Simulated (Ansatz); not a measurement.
Ansatz (an electronic-structure program) input (B3LYP-D3(BJ)/def2-TZVP):

Ansatz 0.2 input:
```yaml
crystal:
  periodic: [false, false, false]
  atoms:
    - {symbol: Sb, position_ang: [-0.00000000, -0.00000000, 0.00000000]}
    - {symbol: H, position_ang: [-0.01070777, 0.00403362, 1.77431359]}
    - {symbol: H, position_ang: [0.01070777, -0.00403362, -1.77431359]}
    - {symbol: H, position_ang: [1.71491811, -0.02915935, 0.01041561]}
    - {symbol: H, position_ang: [-0.83218633, 1.49976588, -0.00843162]}
    - {symbol: H, position_ang: [-0.88273178, -1.47060652, -0.00198399]}
basis:
  gaussian:
    orbitals: def2-TZVP
hamiltonian:
  xc: b3lyp
  dispersion: d3bj
phonons: {temperatures: {t_min: 298.15, t_max: 298.15, t_step: 100}}
```

Output:

```
Functional definition: B3LYP
integrals: 0.02 GiB planned
656 factors; their error is unknown
mean field: 0.18 GiB planned
mean field evaluation 1: about -6617.5680 eV, gradient 1.3e1 eV
mean field evaluation 2: about -6617.8880 eV, gradient 7.2e0 eV
mean field evaluation 4: about -6617.9951 eV, gradient 1.7e-1 eV
mean field evaluation 8: about -6618.1234 eV, gradient 4.0e-1 eV
mean field evaluation 16: about -6618.1236 eV, gradient 2.5e-5 eV
mean field -6618.12359024 eV, -243.2115560162 hartree, gradient 2.5e-5 eV, S^2 0.000000; 0 other end points of the search recorded, 0 dependent functions left out
the calculation of the forces begins
reference -6618.12382312 eV, -243.2115645742 hartree; 14, 14 occupied and 66, 66 virtual orbitals, 656 factors
these checks for a lower state are left out or cut short: stability, starts, cluster_reference, orbital_swaps, neighbouring_geometries, increment
integrals: 0.02 GiB planned
656 factors; their error is unknown
mean field: 0.18 GiB planned
mean field -6618.12351007 eV, -243.2115530699 hartree, gradient 1.3e-6 eV, S^2 0.000000; 0 other end points of the search recorded, 0 dependent functions left out
the calculation of the forces begins
reference -6618.12374292 eV, -243.2115616270 hartree; 14, 14 occupied and 66, 66 virtual orbitals, 656 factors
these checks for a lower state are left out or cut short: stability, starts, cluster_reference, orbital_swaps, neighbouring_geometries, increment
integrals: 0.02 GiB planned
656 factors; their error is unknown
mean field: 0.18 GiB planned
mean field -6618.12350992 eV, -243.2115530643 hartree, gradient 1.3e-6 eV, S^2 0.000000; 0 other end points of the search recorded, 0 dependent functions left out
the calculation of the forces begins
reference -6618.12374282 eV, -243.2115616233 hartree; 14, 14 occupied and 66, 66 virtual orbitals, 656 factors
these checks for a lower state are left out or cut short: stability, starts, cluster_reference, orbital_swaps, neighbouring_geometries, increment
integrals: 0.02 GiB planned
656 factors; their error is unknown
mean field: 0.18 GiB planned
mean field evaluation 32: about -6617.9949 eV, gradient 1.9e-4 eV
mean field -6618.12358368 eV, -243.2115557749 hartree, gradient 1.3e-6 eV, S^2 0.000000; 0 other end points of the search recorded, 0 dependent functions left out
the calculation of the forces begins
reference -6618.12381655 eV, -243.2115643329 hartree; 14, 14 occupied and 66, 66 virtual orbitals, 656 factors
these checks for a lower state are left out or cut short: stability, starts, cluster_reference, orbital_swaps, neighbouring_geometries, increment
integrals: 0.02 GiB planned
656 factors; their error is unknown
mean field: 0.18 GiB planned
mean field -6618.12358375 eV, -243.2115557776 hartree, gradient 1.3e-6 eV, S^2 0.000000; 0 other end points of the search recorded, 0 dependent functions left out
the calculation of the forces begins
reference -6618.12381663 eV, -243.2115643357 hartree; 14, 14 occupied and 66, 66 virtual orbitals, 656 factors
these checks for a lower state are left out or cut short: stability, starts, cluster_reference, orbital_swaps, neighbouring_geometries, increment
integrals: 0.02 GiB planned
656 factors; their error is unknown
mean field: 0.18 GiB planned
mean field -6618.12357488 eV, -243.2115554515 hartree, gradient 1.3e-6 eV, S^2 0.000000; 0 other end points of the search recorded, 0 dependent functions left out
the calculation of the forces begins
reference -6618.12380779 eV, -243.2115640109 hartree; 14, 14 occupied and 66, 66 virtual orbitals, 656 factors
these checks for a lower state are left out or cut short: stability, starts, cluster_reference, orbital_swaps, neighbouring_geometries, increment
integrals: 0.02 GiB planned
656 factors; their error is unknown
mean field: 0.18 GiB planned
mean field -6618.12356662 eV, -243.2115551480 hartree, gradient 1.3e-6 eV, S^2 0.000000; 0 other end points of the search recorded, 0 dependent functions left out
the calculation of the forces begins
reference -6618.12379946 eV, -243.2115637046 hartree; 14, 14 occupied and 66, 66 virtual orbitals, 656 factors
these checks for a lower state are left out or cut short: stability, starts, cluster_reference, orbital_swaps, neighbouring_geometries, increment
integrals: 0.02 GiB planned
656 factors; their error is unknown
mean field: 0.18 GiB planned
mean field evaluation 64: about -6618.1236 eV, gradient 1.6e-4 eV
mean field -6618.12358376 eV, -243.2115557780 hartree, gradient 1.3e-6 eV, S^2 0.000000; 0 other end points of the search recorded, 0 dependent functions left out
the calculation of the forces begins
reference -6618.12381665 eV, -243.2115643365 hartree; 14, 14 occupied and 66, 66 virtual orbitals, 656 factors
these checks for a lower state are left out or cut short: stability, starts, cluster_reference, orbital_swaps, neighbouring_geometries, increment
integrals: 0.02 GiB planned
656 factors; their error is unknown
mean field: 0.18 GiB planned
mean field -6618.12356295 eV, -243.2115550130 hartree, gradient 1.3e-6 eV, S^2 0.000000; 0 other end points of the search recorded, 0 dependent functions left out
the calculation of the forces begins
reference -6618.12379581 eV, -243.2115635705 hartree; 14, 14 occupied and 66, 66 virtual orbitals, 656 factors
these checks for a lower state are left out or cut short: stability, starts, cluster_reference, orbital_swaps, neighbouring_geometries, increment
integrals: 0.02 GiB planned
656 factors; their error is unknown
mean field: 0.18 GiB planned
mean field -6618.12357051 eV, -243.2115552910 hartree, gradient 1.3e-6 eV, S^2 0.000000; 0 other end points of the search recorded, 0 dependent functions left out
the calculation of the forces begins
reference -6618.12380340 eV, -243.2115638495 hartree; 14, 14 occupied and 66, 66 virtual orbitals, 656 factors
these checks for a lower state are left out or cut short: stability, starts, cluster_reference, orbital_swaps, neighbouring_geometries, increment
integrals: 0.02 GiB planned
656 factors; their error is unknown
mean field: 0.18 GiB planned
mean field -6618.12358801 eV, -243.2115559340 hartree, gradient 1.3e-6 eV, S^2 0.000000; 0 other end points of the search recorded, 0 dependent functions left out
the calculation of the forces begins
reference -6618.12382087 eV, -243.2115644916 hartree; 14, 14 occupied and 66, 66 virtual orbitals, 656 factors
these checks for a lower state are left out or cut short: stability, starts, cluster_reference, orbital_swaps, neighbouring_geometries, increment
integrals: 0.02 GiB planned
656 factors; their error is unknown
mean field: 0.18 GiB planned
mean field evaluation 96: about -6618.1236 eV, gradient 1.3e-6 eV
mean field -6618.12358174 eV, -243.2115557038 hartree, gradient 1.3e-6 eV, S^2 0.000000; 0 other end points of the search recorded, 0 dependent functions left out
the calculation of the forces begins
reference -6618.12381462 eV, -243.2115642620 hartree; 14, 14 occupied and 66, 66 virtual orbitals, 656 factors
these checks for a lower state are left out or cut short: stability, starts, cluster_reference, orbital_swaps, neighbouring_geometries, increment
integrals: 0.02 GiB planned
656 factors; their error is unknown
mean field: 0.18 GiB planned
mean field -6618.12355906 eV, -243.2115548704 hartree, gradient 1.3e-6 eV, S^2 0.000000; 0 other end points of the search recorded, 0 dependent functions left out
the calculation of the forces begins
reference -6618.12379194 eV, -243.2115634282 hartree; 14, 14 occupied and 66, 66 virtual orbitals, 656 factors
Total energy: -6618.27238304 eV, -243.2170240507 hartree
Atom 0 at     0.000000     0.000000     0.000000 Å, force     0.000015    -0.000000     0.000000 eV/Å
Atom 1 at    -0.010708     0.004034     1.774314 Å, force     0.000008    -0.000003    -0.001306 eV/Å
Atom 2 at     0.010708    -0.004034    -1.774314 Å, force    -0.000008     0.000003     0.001306 eV/Å
Atom 3 at     1.714918    -0.029159     0.010416 Å, force     0.001688    -0.000029     0.000010 eV/Å
Atom 4 at    -0.832186     1.499766    -0.008432 Å, force    -0.000825     0.001582    -0.000009 eV/Å
Atom 5 at    -0.882732    -1.470607    -0.001984 Å, force    -0.000878    -0.001553    -0.000002 eV/Å
Dipole moment:    -0.000002     0.000000    -0.000000 e Å
Vibrations: 436.53 436.59 836.96 836.97 896.92 1069.63 1069.75 1622.41 1661.86 1897.27 1897.28 1923.09 cm⁻¹, zero-point energy 0.904170 eV
```
